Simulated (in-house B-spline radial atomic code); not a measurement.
**Sb⁷⁺: [Kr] 4d8**

Computed with an all-electron radial atomic-structure program (B-spline basis): Dirac-Kohn-Sham B97-1, spherical fractional occupations, exact exchange averaged over the configuration, Fermi nucleus of rms radius 4.6802 fm.

Z_r = [3n² - l(l+1)]/(2<r>); Z_e = n√(-2ε); the last column is Slater's effective charge. Values are occupation-weighted means over j. An effective charge above Z reflects the relativistic contraction of the inner shells.

```json
{"shell": "1s", "electrons": "2", "ε (eV)": "-30470", "<r> (bohr)": "0.02842", "Z_r": "52.78", "Z_e": "47.32", "Slater": "50.70"}
{"shell": "2s", "electrons": "2", "ε (eV)": "-4747.4", "<r> (bohr)": "0.1222", "Z_r": "49.11", "Z_e": "37.36", "Slater": "46.85"}
{"shell": "2p", "electrons": "6", "ε (eV)": "-4277.5", "<r> (bohr)": "0.1069", "Z_r": "46.76", "Z_e": "35.46", "Slater": "46.85"}
{"shell": "3s", "electrons": "2", "ε (eV)": "-1024.3", "<r> (bohr)": "0.3298", "Z_r": "40.93", "Z_e": "26.03", "Slater": "39.75"}
{"shell": "3p", "electrons": "6", "ε (eV)": "-869.62", "<r> (bohr)": "0.3279", "Z_r": "38.12", "Z_e": "23.98", "Slater": "39.75"}
{"shell": "3d", "electrons": "10", "ε (eV)": "-631.01", "<r> (bohr)": "0.3049", "Z_r": "34.43", "Z_e": "20.43", "Slater": "29.85"}
{"shell": "4s", "electrons": "2", "ε (eV)": "-256.1", "<r> (bohr)": "0.78", "Z_r": "30.77", "Z_e": "17.35", "Slater": "23.25"}
{"shell": "4p", "electrons": "6", "ε (eV)": "-207.08", "<r> (bohr)": "0.832", "Z_r": "27.65", "Z_e": "15.61", "Slater": "23.25"}
{"shell": "4d", "electrons": "8", "ε (eV)": "-134.09", "<r> (bohr)": "0.9497", "Z_r": "22.11", "Z_e": "12.56", "Slater": "12.55"}
```

The least bound orbital is 4d5/2 at -133.5 eV, and it is also the most diffuse (<r> = 0.9534 bohr).

Spin-orbit splittings of the orbital energies (j = l + 1/2 above j = l - 1/2 when positive): 2p 252 eV, 3p 46.86 eV, 3d 9.723 eV, 4p 9.124 eV, 4d 1.455 eV.

For the 1s electron the small component carries 3.52 % of the norm, the zero-frequency Breit interaction raises the level by 72.22 eV, self-energy by 41.07 eV, and vacuum polarisation lowers it by 5.493 eV.
